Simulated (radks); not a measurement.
The numbers below are computed, except where a source is named.
Task: The mean radii <r> (bohr) of the occupied orbitals of an atom or ion are listed with their occupations. Level of theory: scalar-relativistic Kohn-Sham, PBEsol, spin-unpolarised, spherical densities, point nucleus (a radial shooting solver on a logarithmic mesh with Libxc functionals).

orbital  occ.      <r>
1s          2  0.04552
2s          2   0.2029
2p          6   0.1773
3s          2   0.5891
3p          6   0.6027
3d          8   0.6282
4s          2    1.709
4p          4    2.028

Name the element and its charge.

Result: Z = 33, arsenic, charge +1: As+ in [Ar] 3d8 4s2 4p4. The 1s radius gives Z: for a bare nucleus <r> = (2 gamma + 1)/(2Z) with gamma = sqrt(1 - (Z/c)^2), 0.04456 bohr for Z = 33, and screening makes it slightly larger (0.04552 here). The occupations add up to 32, and the charge is Z minus that.
